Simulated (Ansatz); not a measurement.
```yaml
crystal:
  periodic: [false, false, false]
  atoms:
    - {symbol: Li, position_ang: [-0.949665, 0.328942, 1.574723]}
    - {symbol: Li, position_ang: [-2.168418, 0.933154, -1.649992]}
    - {symbol: Li, position_ang: [2.170672, 0.295615, 0.654912]}
    - {symbol: Al, position_ang: [1.074742, -2.154782, 0.917337]}
    - {symbol: Al, position_ang: [-0.387142, -0.952175, -0.742686]}
    - {symbol: Al, position_ang: [0.259821, 1.549247, -0.754294]}
basis:
  gaussian: {orbitals: pcseg-2, nuclear_model: gaussian}
hamiltonian: {xc: {name: wB97M-V}, dispersion: d2}
scf: {lower_state_search: off}
```

```sh
$ ansatz run in.yaml --threads 4 --pin off --events-out ev --progress --plain --max-ram 3916MiB
```

It prints (some lines left out):

```
Error: YAML parse error: error: line 12 column 48: hamiltonian.dispersion: `d2` is not `none`, `rvv10`, `d3bj`, `d3bjatm`, `d4` or a map `{method: …, s8: …, a1: …, a2_bohr: …}` (numbers without units, a2 in bohr) or `{method: …, functional: …}`
10 | basis:
11 |   gaussian: {orbitals: pcseg-2, nuclear_model: gaussian}
12 | hamiltonian: {xc: {name: wB97M-V}, dispersion: d2}
13 | scf: {lower_state_search: off}
```

In this input the program holds no damping parameters for this pairing of functional and dispersion term, so they'd have to be typed. The input was rejected before any iteration.
